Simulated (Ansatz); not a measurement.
A series at B: from `[SiH3]OB(O[SiH3])O[SiH3]`, ligands are replaced one by one, each step taking up H₂S and setting free `O[SiH3]`; n counts the steps. Ansatz, PBE0-D4/def2-TZVP geometries. Each molecule was computed in one conformer, which needn't be the lowest.

CBS adds triple-zeta CCSD(T) − MP2 to the MP2 limit, frozen cores; atoms without spin–orbit coupling. 

| n | molecule | atomization energy, CCSD(T)/CBS (kJ/mol) |
| --- | --- | --- |
| 0 | `[SiH3]OB(O[SiH3])O[SiH3]` | 5988.1 |
| 1 | `[SiH3]OB(S)O[SiH3]` | ? |
| 2 | `[SiH3]OB(S)S` | 3504.0 |
| 3 | `SB(S)S` | 2276.6 |

Question: By hand: fit a straight line y = ȳ + b (n − n̄) to the 3 given rows and predict n = 1.

Answer: n̄ = 1.667, ȳ = 3922.90; Σ(n − n̄)(y − ȳ) = -5776.70, Σ(n − n̄)² = 4.667, so b = -1237.78 kJ/mol a step. Prediction: 3922.90 + (-1237.78) × (-0.667) = 4748.5 kJ/mol.

Question: By hand: compare with the computed value, 4734.5 kJ/mol, and give the steps along the whole series.

Answer: The line misses by -14.0 kJ/mol (computed minus predicted). Steps: -1253.6, -1230.5, -1227.4 kJ/mol.

The steps differ by up to 26.2 kJ/mol, small against a whole step but well beyond the method's doubt, so the ligands' effects don't simply add. The miss is 0.4 % of the series' range. The energies themselves are unsure by some kJ/mol a bond, though much of that is common to the series.
